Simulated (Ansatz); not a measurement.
Cost and result for the atomization energy of `CO[Si](N)(F)Cl` (11 atoms, 10 bonds).

Z-matrix (Å, degrees):
```
C
O 1 1.414
H 1 1.094 2 110.8
H 1 1.093 2 111.4 3 121.5
H 1 1.090 2 107.9 3 -118.9
Si 2 1.614 1 125.3 3 -69.4
F 6 1.593 2 107.3 1 -44.4
N 6 1.675 2 108.2 1 -168.9
Cl 6 2.041 2 113.2 1 70.1
H 8 1.005 6 122.5 2 38.1
H 8 1.004 6 122.8 2 -153.3
```

Total charge 0; spin multiplicity 1. The structure was optimised at the PBE0-D4/def2-TZVP level. It is one conformer, not always the lowest. Program: Ansatz. All runs use 4 threads of an Arm Neoverse V2 on a shared host. Times are those of one run each, without the atoms' runs, and a repeat can differ threefold. Electronic energies, without spin–orbit coupling; frozen cores. CCSD(T)/CBS adds CCSD(T) − MP2 in def2-TZVPP to the MP2 limit, and its time is that of the two runs behind it. T1 = 0.010. B3LYP takes the VWN-RPA correlation (the form of Gaussian; ORCA's B3LYP/G).

CCSD(T)/CBS is a level of theory with its own doubt, some kJ/mol a heavy atom from the limit and from the frozen cores, so smaller differences don't rank the functionals.

```tsv
level	functions	wall time	atomization (kJ/mol)	difference from CCSD(T)/CBS	per bond
PBE-D4/def2-TZVPP (with forces)	278	2.5 s	4364.9	52.8	5.3
PBE0-D4/def2-TZVPP	278	3.4 s	4277.4	-34.7	-3.5
BHLYP-D4/def2-TZVPP	278	3.5 s	4151.3	-160.8	-16.1
CAM-B3LYP-D4/def2-TZVPP	278	3.8 s	4318.9	6.8	0.7
B3LYP-D4/def2-TZVPP (with forces)	278	5.5 s	4283.6	-28.5	-2.8
r2SCANh-D4/def2-TZVPP	278	5.5 s	4267.3	-44.8	-4.5
B2PLYP/def2-TZVPP	278	6 s	4247.6	-64.5	-6.4
PBE-QIDH/def2-TZVPP	278	6 s	4255.9	-56.2	-5.6
CCSD(T)/def2-SVP	117	7 s	3964.2	-347.9	-34.8
ωB97M-V/def2-TZVPP (with forces)	278	12 s	4319.3	7.2	0.7
MP2/def2-QZVPP	518	24 s	4369.4	57.3	5.7
CCSD(T)/def2-TZVPP	278	4.6 min	4175.0	-137.1	-13.7
CCSD(T)/CBS(def2)	–	5 min	4312.1	0.0	0.0
```

From PBE to PBE0 (25 % exact exchange), in def2-TZVPP and without D4, the atomization energy moves by −83.4 kJ/mol: exact exchange takes away binding that semilocal exchange gives to molecules. In def2-TZVPP, CCSD(T) changes the Hartree–Fock value by +1086.1 kJ/mol (the triples alone add +65.6 kJ/mol) and MP2 by +1197.7 kJ/mol; breaking electron pairs costs correlation energy, which Hartree–Fock lacks. The D4 term adds +42.9 kJ/mol with B3LYP and +22.6 kJ/mol with PBE0; it sums over pairs of atoms, weighted by their polarisabilities, and B3LYP, whose exchange is more repulsive, gets the larger term.
